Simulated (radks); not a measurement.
Results of a calculation; reference values are marked as such.
Xe2+, configuration [Kr] 4d10 5s2 5p4. Code: a radial shooting solver on a logarithmic mesh with Libxc functionals. Model: scalar-relativistic Kohn-Sham, B86b exchange with PBE correlation, spin-unpolarised, spherical densities, finite nucleus; Fermi nuclear charge, rms radius 4.7859 fm.

Unscreened Slater integrals over Kohn-Sham orbitals (eV).

integral     value
F0(5p,5p)   11.725
F2(5p,5p)   6.3484
F0(5p,5s)   12.575
G1(5p,5s)   8.3854
F0(5p,4d)   14.641
F2(5p,4d)   4.1164
G1(5p,4d)   1.2494
G3(5p,4d)   1.1771
F0(5p,4p)   14.856
F2(5p,4p)   3.5959
G0(5p,4p)  0.69596
G2(5p,4p)  0.89670
F0(5s,5s)   13.709
F0(5s,4d)   16.739
G2(5s,4d)   2.0053
F0(5s,4p)   17.046
G1(5s,4p)   1.2203
F0(4d,4d)   28.075
F2(4d,4d)   14.248
F4(4d,4d)   9.4768
F0(4d,4p)   29.837
F2(4d,4p)   15.221
G1(4d,4p)   19.374
G3(4d,4p)   12.037
F0(4p,4p)   31.986
F2(4p,4p)   16.806

Derived for the open shells (J is the average intra-shell exchange parameter used in DFT+U). 5p: J = F2/5 = 1.270 eV.
